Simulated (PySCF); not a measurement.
## Computed properties of BrHOSi, SMILES [Si](Br)O

Si(Br)(OH) (BrHOSi), SMILES O[Si]Br (connectivity only; charge and spin as stated), neutral, multiplicity 1. Coordinates come from a B3LYP-D3(BJ)/def2-TZVP optimisation. Other conformers were not sampled. All values are computed for the isolated molecule unless a solvent is named; none is compared with measurement here.

**Structure.** The optimised structure has Cs symmetry. All 6 harmonic modes at B3LYP-D3(BJ)/def2-TZVP (PySCF) are real, so it is a minimum. With heavy atoms numbered as in [Si:1]([Br:2])[OH:3], the shortest bond between them is Si1–O3 at 1.652 Å and the longest Si1–Br2 at 2.279 Å.

**Vibrations.** The strongest infrared lines (harmonic, unscaled, degenerate partners summed) lie at 788 cm⁻¹ (201 km/mol, H 78 %, O 18 %), 3813 cm⁻¹ (126 km/mol, H 94 %), 391 cm⁻¹ (106 km/mol, Si 74 %, Br 20 %). The softest mode is at 222 cm⁻¹ and the zero-point energy is 9.3 kcal/mol.

**Electronic structure.** CAM-B3LYP/def2-TZVPD (PySCF) places the frontier levels at -8.61 and -1.17 eV, a gap of 7.44 eV, and gives a dipole moment of 2.87 D and a mean polarisability of 58.1 bohr³.

**Excitations.** TDDFT-CAM-B3LYP/def2-SVPD (PySCF) has S1 at 4.11 eV (302 nm, f = 0.037, weak); the most intense of the 10 singlets computed lies at 6.78 eV (f = 0.36). T1 (TDA) is at 2.60 eV. No vertical singlet excitation falls in the visible range (under 3.1 eV).

**NMR.** GIAO shifts at PBE0/pcSseg-2 (PySCF) (non-relativistic, atoms alike by connectivity averaged): ¹H at 7.1 ppm against TMS; ²⁹Si at 229.8 ppm against TMS. Without spin–orbit terms, shifts of atoms bonded to Cl or Br come out too high.
